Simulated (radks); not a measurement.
Question: Radial electron density D(r) = 4 pi r^2 rho(r) of an atom or ion with 62 electrons. Method: Dirac Kohn-Sham, PBE, spin-unpolarised, spherical densities, finite nucleus; Fermi nuclear charge, rms radius of each element as measured or else 0.836 A^(1/3) + 0.57 fm; computed with a radial shooting solver on a logarithmic mesh with Libxc functionals.

r (bohr)  D(r) (e/bohr)
0.001589          9.920
0.002136          15.51
0.002872          23.64
0.003862          34.85
0.005192          49.13
0.006981          65.28
0.009385          80.29
0.01262           89.64
0.01696           89.80
0.02281           83.18
0.03067           80.76
0.0409            92.93
0.05499           112.9
0.07393           114.6
0.0994            94.95
0.1336            91.76
0.1797            104.9
0.2416            81.24
0.3248            47.19
0.4366            51.77
0.5871            47.69
0.7893            25.13
1.061             14.13
1.415             8.569
1.903             3.127
2.558            0.9464
3.44             0.3038
4.625           0.04265
6.218          0.001398

What is the nuclear charge?

Answer: Z = 66. The innermost maximum, from 1s, lies near gamma/Z bohr with gamma = sqrt(1 - (Z/c)^2) = 0.876, here 0.0133 bohr (found: 0.0147), and its height grows with Z. The density is that of the dysprosium ion Dy4+ in [Xe] 4f7 6s1; the configuration itself is not fixed sharply by these data, and Z only to a few units. D(r) has 4 maxima, at r = 0.0147, 0.0650, 0.181, 0.488 bohr, and minima at 0.0283, 0.119, 0.352 bohr, inside which lie 2.02, 11.16, 29.37 electrons.
